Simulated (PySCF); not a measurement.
**Working out the electron affinity of As**

As- [Ar] 3d10 4s2 4p4 (3P) → As [Ar] 3d10 4s2 4p3 (4S). All numbers are calculated (PySCF 2.14, no relativity, point nucleus, in def2-TZVPPD (7s5p5d1f, 54 functions)). Frozen: [Ne]. Energies in hartree (1 hartree = 27.21139 eV):

```json
{"part": "UHF", "As- (lower)": "-2234.168683", "As (upper)": "-2234.194503"}
{"part": "MP2 opposite-spin", "As- (lower)": "-0.218778", "As (upper)": "-0.198084"}
{"part": "MP2 same-spin", "As- (lower)": "-0.104210", "As (upper)": "-0.100713"}
```

Task: What does Hartree-Fock give?

Result: (-2234.194503) − (-2234.168683) = -0.025820 hartree = -0.703 eV.

Task: What do MP2 and SCS-MP2 (6/5 opposite-spin, 1/3 same-spin) give?

Result: The opposite-spin parts differ by 0.563 eV and the same-spin parts by 0.095 eV. MP2: -0.703 + (0.563) + (0.095) = -0.045 eV. SCS-MP2: -0.703 + 1.2 × (0.563) + (0.095)/3 = 0.004 eV.

A first-order spin-orbit estimate adds 0.062 eV to MP2 (valence and next inner shell), giving 0.017 eV against 0.804 eV (measured; photodetachment measurements, as compiled on the Wikipedia data page of electron affinities).

The calculation is non-relativistic.

What remains against the reference includes basis incompleteness, the frozen core and correlation beyond second order.
